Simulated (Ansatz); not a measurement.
This singlet lies 1.85 eV below the relaxed triplet at the level frozen-core CCSD(T)/cc-pVTZ // PBE0-D3(BJ)/def2-TZVP (Ansatz, a quantum-chemistry and plane-wave program).

Species: CH$_{3}$NS, SMILES `N[C]S` (lower singlet; N–C–S–H torsion 0°) (charge 0, multiplicity 1).

**Question.** Give a relaxed geometry from Ansatz with PBE0-D3(BJ)/def2-TZVP.

**Answer.** One answer among several that fit: the end point of this relaxation, one of several conformers (outside a Z-matrix the atoms follow the SMILES, hydrogens last).
Bonded distances (Å): N1–C2 1.309, N1–H4 1.008, N1–H5 1.020, C2–S3 1.686, S3–H6 1.374. Bond angles (°): C2–N1–H4 119.2, C2–N1–H5 124.9, H4–N1–H5 115.8, N1–C2–S3 117.9, C2–S3–H6 104.6.
